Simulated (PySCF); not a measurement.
## Tellurium: a sound run and one with changed settings

Sound run: Te [Kr] 4d10 5s2 5p4, Te+ [Kr] 4d10 5s2 5p3. All numbers are calculated (PySCF 2.14, a scalar-relativistic core potential, in cc-pVDZ-PP with ECP28MDF). The sound run starts from symmetry-adapted Hartree-Fock orbitals and uses a fine grid where one is needed.

A second run was set up differently.

```json
{"species": "Te", "method": "UHF", "sound run (hartree)": "-266.99733", "changed run (hartree)": "-266.99733", "converged": "yes"}
{"species": "Te", "method": "r2SCAN", "sound run (hartree)": "-268.07914", "changed run (hartree)": "-268.09854", "converged": "yes"}
{"species": "Te", "method": "BP86", "sound run (hartree)": "-268.10219", "changed run (hartree)": "-268.14992", "converged": "yes"}
{"species": "Te+", "method": "UHF", "sound run (hartree)": "-266.71437", "changed run (hartree)": "-266.71437", "converged": "yes"}
{"species": "Te+", "method": "r2SCAN", "sound run (hartree)": "-267.75915", "changed run (hartree)": "-267.77899", "converged": "yes"}
{"species": "Te+", "method": "BP86", "sound run (hartree)": "-267.77605", "changed run (hartree)": "-267.82400", "converged": "yes"}
```

Ionisation energy of Te:

```
method  sound run (eV)  changed run (eV)
   UHF           7.700             7.700
r2SCAN           8.707             8.696
  BP86           8.875             8.869
```

Task: What was changed?
A. too few SCF iterations
B. minimal basis
C. radial grid too coarse
D. all electrons correlated in a valence basis

Result: C. It used radial step 0.5 in ln r (0.13 in the sound run). A coarse radial grid mis-integrates the density and the exchange-correlation energy, with errors of either sign; Hartree-Fock needs no grid.
